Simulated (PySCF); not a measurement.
C4H6Cl2N2Pd, SMILES [N](->[Pd]([Cl])(<-[N]#CC)[Cl])#CC, multiplicity 1.

Geometry optimised at B3LYP-D3(BJ)/def2-SVP. The multiplicity is an assumed one; other spin states were not compared. The isomer is the one that the SMILES or the coordinates give; other isomers of the formula were not compared. The def2 effective core potentials stand for the cores of Pd; spin–orbit coupling is left out.

All values below come from TDA-ωB97X/def2-SVPD in PySCF.

Vertical excitations. Gas-phase values at a fixed geometry.

```json
[
 {"state": "S1", "energy (eV)": "2.62", "λ (nm)": "473", "f": "0.000", "main pairs": "HOMO→LUMO 85 %, HOMO−8→LUMO 14 %"},
 {"state": "S2", "energy (eV)": "2.95", "λ (nm)": "421", "f": "0.000", "main pairs": "HOMO−4→LUMO 87 %"},
 {"state": "S3", "energy (eV)": "2.95", "λ (nm)": "420", "f": "0.000", "main pairs": "HOMO−1→LUMO 70 %, HOMO−7→LUMO 18 %"},
 {"state": "S4", "energy (eV)": "3.56", "λ (nm)": "348", "f": "0.000", "main pairs": "HOMO−6→LUMO 94 %"},
 {"state": "S5", "energy (eV)": "4.38", "λ (nm)": "283", "f": "0.002", "main pairs": "HOMO−2→LUMO 98 %"},
 {"state": "S6", "energy (eV)": "4.47", "λ (nm)": "277", "f": "0.001", "main pairs": "HOMO−3→LUMO 98 %"},
 {"state": "T1", "energy (eV)": "1.82", "λ (nm)": "683", "f": "0", "main pairs": "HOMO→LUMO 76 %, HOMO−8→LUMO 22 %"},
 {"state": "T2", "energy (eV)": "1.99", "λ (nm)": "621", "f": "0", "main pairs": "HOMO−4→LUMO 96 %"}
]
```
Triplets are in the Tamm–Dancoff approximation.
